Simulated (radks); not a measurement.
Results of a calculation; reference values are marked as such.
Task: Code: a radial shooting solver on a logarithmic mesh with Libxc functionals. Model: Dirac Kohn-Sham, PBE, spin-unpolarised, spherical densities, point nucleus; open shells are shared between the two j in proportion to 2j + 1. Each species is in its NIST ground configuration. Rank Eu2+, Pr2+, Tm2+, La2+, Tb2+, Dy2+, Ho2+, Lu2+, Yb2+, Gd2+, Ce2+, Er2+, Sm2+, Nd2+, Pm2+ by Delta-SCF ionisation energy (eV), largest first.

Result: Yb2+ 26.489, Tm2+ 26.328, Er2+ 26.125, Ho2+ 25.877, Dy2+ 25.578, Tb2+ 25.225, Eu2+ 24.332, Sm2+ 23.777, Pm2+ 23.134, Nd2+ 22.390, Pr2+ 21.523, Lu2+ 21.067, Ce2+ 20.501, Gd2+ 19.824, La2+ 18.938.
